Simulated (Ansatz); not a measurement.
Correlation energies of `C[SiH2]/C=C/[SiH3]` by basis set

| atom | x (Å) | y (Å) | z (Å) |
| --- | --- | --- | --- |
| C1 | -1.6338 | 1.5146 | 1.6610 |
| Si2 | -0.6365 | 1.5568 | 0.0785 |
| C3 | -0.1575 | -0.1623 | -0.4686 |
| C4 | 1.1076 | -0.5831 | -0.5795 |
| Si5 | 1.5813 | -2.3045 | -1.1111 |
| H6 | -1.0575 | 1.0607 | 2.4702 |
| H7 | -2.5493 | 0.9329 | 1.5280 |
| H8 | -1.9180 | 2.5241 | 1.9671 |
| H9 | -1.4441 | 2.2096 | -0.9915 |
| H10 | 0.6197 | 2.3348 | 0.2671 |
| H11 | -0.9551 | -0.8700 | -0.7042 |
| H12 | 1.9071 | 0.1223 | -0.3466 |
| H13 | 2.4184 | -2.2671 | -2.3414 |
| H14 | 0.3437 | -3.0838 | -1.3786 |
| H15 | 2.3739 | -2.9852 | -0.0506 |

Charge 0, multiplicity 1. The geometry is a stationary point of PBE0-D4/def2-TZVP. It is one conformer, not always the lowest. Frozen core, restricted reference, Ansatz 0.2.0. CBS rows extrapolate triple and quadruple zeta; past MP2 they add the triple-zeta difference.

```csv
basis,HF (Eh),MP2 corr.,CCSD corr.,(T),CCSD(T) total
def2-SVP,-697.00906,-0.61254,-0.68942,-0.02212,-697.72060
def2-TZVPP,-697.34630,-0.75470,-0.82412,-0.03368,-698.20410
def2-QZVPP,-697.36987,-0.80452,–,–,–
CBS(def2),-697.37311,-0.84143,-0.91085,as TZ,-698.31764
```
